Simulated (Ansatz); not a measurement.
Ansatz (a program for electronic structure) input:
A basis named .json is the Basis Set Exchange file of that set.

Ansatz 0.2 input:
```yaml
crystal:
  periodic: [false, false, false]
  atoms:
    - {symbol: Si, position_ang: [0.04168357, 0.00804222, 0.00717305]}
    - {symbol: Cl, position_ang: [0.08471672, -1.34299900, -1.46377368]}
    - {symbol: Cl, position_ang: [-0.59871022, -0.68367697, 1.76849894]}
    - {symbol: Cl, position_ang: [-0.68474518, 1.79539722, -0.51100833]}
    - {symbol: N, position_ang: [1.87100914, 0.36098332, 0.32196969]}
    - {symbol: H, position_ang: [2.37244023, -0.48721119, 0.60100705]}
    - {symbol: H, position_ang: [2.33026262, 0.72812545, -0.51649427]}
    - {symbol: H, position_ang: [1.99522069, 1.05135023, 1.06808894]}
basis:
  gaussian:
    orbitals: aug-cc-pV_D+d_Z.json
total_charge: 1
magnetization: {spin_polarized: false}
correlation: {method: ccsd_t, electrons: outside_noble_gas}
output: {forces: true}
```

What final total energy does it print?

-1724.41019 Eh (CCSD(T)/aug-cc-pV(D+d)Z). The basis has 178 functions. The run takes roughly 13 core-minutes.

It need not be the lowest isomer of its formula.
